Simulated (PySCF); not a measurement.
Partial charges of `C=C(C#N)C(=C)C(C)(C)C`

Compound: C₉H₁₃N.
SMILES with atom numbers: `[CH2:1]=[C:2]([C:3]#[N:4])[C:5](=[CH2:6])[C:7]([CH3:8])([CH3:9])[CH3:10]` (hydrogens: H11, H12 on C1; H13, H14 on C6; H15, H16, H17 on C8; H18, H19, H20 on C9; H21, H22, H23 on C10)

Cartesian coordinates in Å at the GFN2-xTB level; atoms count from 1:
```xyz
23
C9H13N angstrom
C      2.0934   -1.5648   -1.1901
C      1.5688   -0.7077   -0.3104
C      2.1233   -0.6588    0.9930
N      2.6097   -0.6305    2.0314
C      0.4603    0.2135   -0.6532
C      0.5766    0.9399   -1.7581
C     -0.7300    0.2688    0.2900
C     -1.0086   -1.1291    0.8566
C     -1.9888    0.7553   -0.4359
C     -0.4119    1.2408    1.4349
H      2.9134   -2.2130   -0.9299
H      1.7026   -1.6408   -2.1903
H     -0.1824    1.6249   -2.0886
H      1.4611    0.8857   -2.3714
H     -1.8969   -1.1039    1.4837
H     -0.1801   -1.4851    1.4645
H     -1.1786   -1.8417    0.0510
H     -1.8976    1.7978   -0.7287
H     -2.8465    0.6702    0.2276
H     -2.1798    0.1547   -1.3224
H     -0.1769    2.2268    1.0392
H     -1.2710    1.3292    2.0962
H      0.4353    0.8951    2.0210
```

Density: PBE0/pcSseg-1 (PySCF); schemes: Mulliken, IAO, Hirshfeld and ESP-fitted. Geometry: GFN2-xTB, one conformer, isolated molecule.

Task: Atoms with like bonding are taken together and averaged. Which atoms carry the lowest charge in the Mulliken, IAO, Hirshfeld and ESP-fitted schemes?

Result: The schemes don't all agree: Mulliken C7 (-0.625); IAO C8/C9/C10 (-0.415); Hirshfeld N4 (-0.209); ESP-fitted C8/C9/C10 (-0.579).

Task: At which atom do the 4 schemes differ most?

Result: At C7: from -0.625 (Mulliken) to +0.705 e (ESP-fitted), 1.330 e apart.

Task: For which atoms does the sign change between the 4 schemes (beyond +0.03 e in one, beyond −0.03 e in another)?

Result: C7. Atomic charges aren't observables, and each scheme defines them in its own way.

Task: Tabulate the Mulliken, IAO, Hirshfeld and ESP-fitted charges.

Result: In e; atoms taken as equivalent share a row and are averaged (×n: the atom named and its like, n in all):

```tsv
atom	environment	Mulliken	IAO	Hirshfeld	ESP-fitted
C1	terminal =CH2 carbon	+0.029	-0.264	-0.056	-0.388
C2	fully substituted alkene carbon	-0.317	-0.033	+0.025	-0.031
C3	nitrile carbon	+0.165	+0.139	+0.092	+0.416
N4	nitrile nitrogen	-0.251	-0.242	-0.209	-0.475
C5	fully substituted alkene carbon	-0.092	+0.014	+0.020	-0.047
C6	terminal =CH2 carbon	-0.039	-0.318	-0.094	-0.476
C7	allylic carbon	-0.625	+0.046	+0.028	+0.705
C8/C9/C10	methyl carbon	-0.136	-0.415	-0.120	-0.579
H11	vinylic hydrogen	+0.129	+0.170	+0.062	+0.196
H12	vinylic hydrogen	+0.126	+0.166	+0.059	+0.202
H13	vinylic hydrogen	+0.111	+0.152	+0.050	+0.188
H14	vinylic hydrogen	+0.115	+0.153	+0.044	+0.203
H15 (×9)	methyl hydrogen	+0.117	+0.140	+0.038	+0.138
```

Mean size of the charges over all atoms: ESP-fitted 0.274 e, IAO 0.183 e, Mulliken 0.150 e, Hirshfeld 0.063 e. Each set sums to the total charge, 0, to within 0.001 e. The IAO scheme counts the electrons in orthogonalised intrinsic atomic orbitals, a minimal basis polarised so that it spans the occupied orbitals exactly. The Hirshfeld scheme weights the molecular density at each point by an atom's share of the summed free-atom densities.

Some averages cover members that differ in this geometry: C8/C9/C10, ESP-fitted -0.594 to -0.559; H15 (×9), ESP-fitted +0.126 to +0.160; H15 (×9), Mulliken +0.109 to +0.138 e.

Task: Sum the charges by element, for elements with more than one atom.

Result: 
```csv
element,atoms,Mulliken,IAO,Hirshfeld,ESP-fitted
C,9,-1.285,-1.662,-0.346,-1.558
H,13,+1.537,+1.903,+0.554,+2.033
```

Task: How closely do the schemes follow one another over all atoms?

Result: Correlation coefficient and root-mean-square difference: IAO with Hirshfeld 0.91, 0.148 e; IAO with ESP-fitted 0.90, 0.174 e; Hirshfeld with ESP-fitted 0.88, 0.272 e; Mulliken with IAO 0.50, 0.203 e; Mulliken with Hirshfeld 0.47, 0.168 e; Mulliken with ESP-fitted 0.17, 0.358 e.

Task: How many electrons does the IAO scheme count on C8?

Result: Its own charge is -0.417 e, so Z − q = 6.417.
